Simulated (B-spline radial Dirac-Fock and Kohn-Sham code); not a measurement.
**Subshell cross sections of Co²⁺, photon energy 174 eV**

System: the Co²⁺ ion, configuration [Ar] 3d7.

Input file task.json (cfg lists n, l and occupation; rrms is the nuclear radius in fm):

```json
{"items": [{
  "Z": 27,
  "q": 2,
  "cfg": [[1, 0, 2], [2, 0, 2], [2, 1, 6], [3, 0, 2], [3, 1, 6], [3, 2, 7]],
  "A": 59,
  "rrms": 3.7875,
  "do": ["binding", "quiet", "photo"],
  "hv": [128.0, 163.0, 174.0, 323.0, 622.0, 778.0, 858.0, 959.0, 1060.0, 1190.0, 1240.0, 1250.0, 3220.0, 7000.0, 7780.0, 9580.0, 10100.0, 35700.0, 38300.0, 58400.0, 82600.0, 112000.0, 130000.0]
}]}
```

Launch: `python xray_run.py task.json out`

Method: Dirac-Hartree-Slater photoionisation with all multipoles and Dirac-Fock thresholds. Computed with a radial atomic solver. The asymmetry parameter β is from the dipole term alone. Kinetic energies are from the vacuum level. Open shells are spread statistically over j, without multiplet splitting.

| subshell | electrons | binding (eV) | kinetic (eV) | σ (kb) | β |
| --- | --- | --- | --- | --- | --- |
| 3s | 2 | 140.0 | 34.04 | 295 | 2.00 |
| 3p1/2 | 2 | 98.44 | 75.56 | 301 | 0.96 |
| 3p3/2 | 4 | 96.62 | 77.38 | 637 | 0.98 |
| 3d3/2 | 2.8 | 33.26 | 140.7 | 869 | 1.04 |
| 3d5/2 | 4.2 | 33.05 | 141.0 | 1290 | 1.05 |

Branching ratios of the spin-orbit partners (statistical value in brackets): 3p 2.12 (2.00), 3d 1.48 (1.50).

At such low photon energies correlation between channels can change these cross sections by tens of per cent.

Run: 2.6 s of CPU time on 1 thread of Neoverse-V1 (shared host), peak memory 0.44 GiB.
